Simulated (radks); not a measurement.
Problem. Isoelectronic series with 57 electrons, all held in the configuration [Xe] 5d1 6s2, which need not be the ground one along the series. Method: Dirac Kohn-Sham, PBE, spin-unpolarised, spherical densities, point nucleus; open shells fill j = l - 1/2 first; computed with a radial shooting solver on a logarithmic mesh with Libxc functionals. Total energies (hartree) and mean radii <r> (bohr) (* marks an orbital that is empty in some or all of the ions):

ion    E (hartree)  5d5/2*  5d3/2  6s1/2  5p3/2
La      -8497.5113   3.038  2.969  4.430  1.831
Ce+     -8864.7353   2.452  2.413  3.721  1.714
Pr2+    -9241.0043   2.144  2.115  3.276  1.612
Nd3+    -9626.3572   1.935  1.911  2.958  1.524
Pm4+   -10020.8433   1.778  1.757  2.714  1.446
Sm5+   -10424.5188   1.653  1.634  2.517  1.377
Eu6+   -10837.4453   1.549  1.531  2.353  1.316
Gd7+   -11259.6884   1.461  1.444  2.214  1.260
Tb8+   -11691.3183   1.385  1.369  2.094  1.210
Ho10+  -12583.0370   1.258  1.243  1.894  1.122

Estimate the row of Dy9+.

Solution. E (hartree) -12132.4087; 5d5/2* 1.317; 5d3/2 1.302; 6s1/2 1.988; 5p3/2 1.164.
